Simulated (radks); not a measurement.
Dynamic dipole polarisability and lines of the chromium ion Cr13+, [Ne] 3s1. Method: non-relativistic Kohn-Sham, LDA (Slater exchange, Perdew-Wang correlation), spin-polarised, spherical densities, point nucleus; open shells are filled with parallel spins first; computed with a radial shooting solver on a logarithmic mesh with Libxc functionals. Time-dependent linear response with the Hartree and adiabatic LDA kernel, continuum included through the Sternheimer equations. Lines are the poles of the dipole polarisability below minus the highest occupied eigenvalue, found on a grid refined at the orbital gaps; the lowest seven at most are given, and weak or close lines can be missed. The first line takes the name of the lowest orbital gap if no other gap lies below it; otherwise a line is named after a gap within 0.6 % of it, if that gap stands alone.

photon energy (eV)  alpha (bohr^3)
0                           0.3139
18.225                      0.4801
54.674                     -0.1194
91.123                    -0.03216
127.57                    0.001031
164.02                     0.01739
200.47                    -0.04908
236.92                    0.001905
273.37                   -0.002953
309.82                    0.004960
346.27                    0.001674

Lines (eV, oscillator strength): 30.488 (40.67 nm, 3s-3p), f = 0.375; 192.71 (6.434 nm, unassigned), f = 0.226; 262.43 (4.724 nm, 3s-5p), f = 0.0669; 297.52 (4.167 nm, 3s-6p), f = 0.0301; 317.80 (3.901 nm, 3s-7p), f = 0.0165; 330.61 (3.750 nm, 3s-8p), f = 0.0101; 339.23 (3.655 nm, unassigned), f = 0.00671. Higher lines, where found, are left out when the end of the mesh affects them. Those listed give 97 % of the static polarisability (sum of f/w^2). Orbital energy gaps for comparison: 3s-3p 28.465 eV; 3s-4p 193.90 eV; 3s-5p 262.88 eV; 3s-6p 297.74 eV; 3s-7p 317.94 eV.
